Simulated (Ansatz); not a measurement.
Compare A (`O=CC([SiH3])[SeH]`) with its isomer B (`C[Si]1([SeH])CO1`).

Gas-phase electronic energies from Ansatz, PBE0-D4/def2-TZVP geometries. CCSD(T)/CBS adds triple-zeta CCSD(T) − MP2 to the extrapolated MP2 energy (def2 sets, frozen cores). DFT in def2-TZVPP. For Se outer-core shells are correlated without core-valence functions, which leaves a few kJ/mol of doubt a bond. Scalar relativity is left out up to krypton. Each species was taken in one conformer, which may not be the lowest.

A:

Z-matrix (Å, degrees):
```
C
C 1 1.488
Se 1 1.956 2 114.0
Si 1 1.902 2 109.7 3 -120.0
H 1 1.094 2 108.6 3 122.4
O 2 1.201 1 126.1 3 16.0
H 2 1.110 1 113.3 3 -166.2
H 3 1.471 1 91.5 2 -14.5
H 4 1.490 1 110.1 2 -58.9
H 4 1.482 1 107.8 2 -177.9
H 4 1.481 1 108.5 2 61.4
```

B:

Z-matrix (Å, degrees):
```
C
Si 1 1.850
H 1 1.092 2 109.5
H 1 1.093 2 110.5 3 -119.6
H 1 1.092 2 111.0 3 120.3
Se 2 2.260 1 109.2 3 -179.3
C 2 1.802 1 124.9 3 -19.0
O 2 1.653 1 118.7 3 41.4
H 6 1.468 2 92.1 1 -179.3
H 7 1.088 2 122.0 1 -160.3
H 7 1.089 2 123.1 1 2.6
```

(1) Which isomer does CCSD(T)/CBS put lower? Give the gap. (An estimate is asked.)

(2) Give E(B) − E(A) in kcal/mol with PBE0-D4, B2PLYP, CCSD/def2-TZVPP, CCSD(T)/def2-TZVPP, ωB97M-V, PBE-D4, r2SCAN-D4. (An estimate is asked.)

Largest T1 diagnostic: 0.013.

## Answers

(1) Computed: B, by 35.4 kcal/mol.

(2) Ansatz gave: PBE0-D4 -36.1, B2PLYP -33.9, CCSD/def2-TZVPP -33.5, CCSD(T)/def2-TZVPP -33.0, ωB97M-V -35.6, PBE-D4 -34.1, r2SCAN-D4 -36.9. None reverses the order clearly.

The D4 term adds +0.9 kcal/mol with B3LYP and +0.4 kcal/mol with PBE0; it sums over pairs of atoms, weighted by their polarisabilities, and B3LYP, whose exchange is more repulsive, gets the larger term. From PBE to PBE0 (25 % exact exchange), in def2-TZVPP and without D4, E(B) − E(A) moves by −1.9 kcal/mol.

B3LYP here is the variant with VWN-RPA as its local correlation; programs differ in this.
